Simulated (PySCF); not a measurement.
SMILES O=Cc1ccccc1[SeH] (C7H6OSe), singlet, GFN2-xTB optimised geometry.

```
15

O     -1.03    -2.84     0.00
C     -1.61    -1.78     0.00
C     -0.93    -0.50     0.00
C     -1.63     0.71     0.00
C     -0.95     1.90     0.00
C      0.45     1.90     0.00
C      1.15     0.72     0.00
C      0.47    -0.50     0.00
Se     1.40    -2.14     0.00
H     -2.71    -1.74     0.00
H     -2.71     0.69     0.00
H     -1.49     2.84     0.00
H      0.98     2.84     0.00
H      2.23     0.73     0.00
H      2.71    -1.46     0.00
```

Density from PySCF with PBE0/def2-TZVP at that geometry.

Minimum of the electron density along straight lines between bonded atoms, close to the bond critical point (lines longer than 1.1 times the sum of covalent radii, or with two minima, are not listed):

| bond | length / Å | ρ at the minimum / e bohr⁻³ | ∇²ρ there / e bohr⁻⁵ | position (fraction from the first atom) |
|---|---|---|---|---|
| O1–C2 | 1.215 | [?] | [?] | 0.67 |
| C2–C3 | 1.446 | 0.294 | -0.86 | 0.51 |
| C3–C4 | 1.398 | 0.313 | -0.91 | 0.50 |
| C4–C5 | 1.376 | 0.327 | -0.98 | 0.51 |
| C5–C6 | 1.394 | 0.317 | -0.94 | 0.50 |
| C6–C7 | 1.378 | 0.325 | -0.97 | 0.50 |
| C3–C8 | 1.406 | 0.309 | -0.89 | 0.49 |
| C7–C8 | 1.394 | 0.315 | -0.92 | 0.49 |
| C8–Se9 | 1.883 | 0.168 | -0.18 | 0.50 |
| C2–H10 | 1.102 | 0.282 | -1.01 | 0.65 |
| C4–H11 | 1.081 | 0.288 | -1.03 | 0.65 |
| C5–H12 | 1.079 | 0.288 | -1.03 | 0.65 |
| C6–H13 | 1.080 | 0.289 | -1.04 | 0.65 |
| C7–H14 | 1.082 | 0.287 | -1.03 | 0.65 |
| Se9–H15 | 1.483 | 0.174 | [?] | 0.62 |

Some entries are withheld; supply them.


- O1–C2, ρ at the minimum / e bohr⁻³: 0.414
- O1–C2, ∇²ρ there / e bohr⁻⁵: -0.04
- Se9–H15, ∇²ρ there / e bohr⁻⁵: -0.30
